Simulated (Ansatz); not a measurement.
A nudged elastic band was laid between two geometries of CH6GaNO (10 atoms, charge 0, multiplicity 1).

These are results of RKS PBE/def2-SVP (Ansatz), not measurements.

- movable images: 3
- climbing image: no
- spring: 5.0 eV/Å²
- optimiser: quadratic models (default)
- start path: through a guess of the saddle point
- force threshold: 0.03 eV/Å
- iteration limit: 60
- end points: relaxed

Image 0:

```xyz
10
Properties=species:S:1:pos:R:3
Ga -0.247 -0.029 -0.220
N 0.254 1.652 -0.749
O -1.643 -0.783 -1.099
H -2.025 -0.200 -1.778
C 0.620 -1.102 1.175
H -0.263 2.230 -1.413
H 0.972 2.195 -0.266
H 0.766 -2.137 0.810
H -0.033 -1.146 2.070
H 1.599 -0.681 1.473
```

Image 4:

```xyz
10
Properties=species:S:1:pos:R:3
Ga -0.424 -0.799 -0.363
N -0.273 1.410 -0.830
O -1.409 -1.042 -1.718
H -0.877 1.184 -1.644
C 0.628 -1.127 1.260
H -0.751 2.114 -0.250
H 0.603 1.825 -1.175
H 0.501 -2.174 1.596
H 0.301 -0.446 2.070
H 1.701 -0.945 1.055
```

Problem. Which bonds break or form, and what moves?

Solution. Bonds broken: O3–H4. Bonds formed: N2–H4.

Problem. Give the energies along the band, and the barrier.

Solution. It converged. The highest image is number 3 of 0 to 4, 118.8 kJ/mol above the first end and 0.6 kJ/mol above the last; the last end lies 118.2 kJ/mol above the first. The top lies less than 8 meV above the higher end, about what the thresholds resolve: that end is a shoulder or a very shallow well. No image climbed, so the highest image needn't sit at the top of the path. So few images can step over the top or miss a turn of the path. The orbitals stay closed-shell, which can raise the energy where a bond breaks towards radicals; this wasn't checked here.

```
image  path coordinate (Å)  energy (kJ/mol)  O3–H4 (Å)  N2–H4 (Å)
    0                 0.00              0.0       0.97       3.11
    1                 1.14             20.0       0.98       2.69
    2                 2.29             71.3       1.03       1.88
    3                 3.43            118.8       2.29       1.04
    4                 4.57            118.2       2.29       1.04
```

Problem. What is the geometry of the highest image?

Solution. 
```xyz
10
Properties=species:S:1:pos:R:3
Ga -0.539 -0.751 -0.282
N -0.166 1.394 -0.895
O -1.672 -0.934 -1.526
H -0.885 1.217 -1.623
C 0.594 -1.137 1.272
H -0.468 2.189 -0.315
H 0.713 1.661 -1.361
H 0.927 -2.192 1.248
H 0.016 -0.973 2.203
H 1.480 -0.474 1.278
```

The run took 56 s on 2 threads of Arm Neoverse V2, with other jobs on the host, peak memory 0.14 GiB.
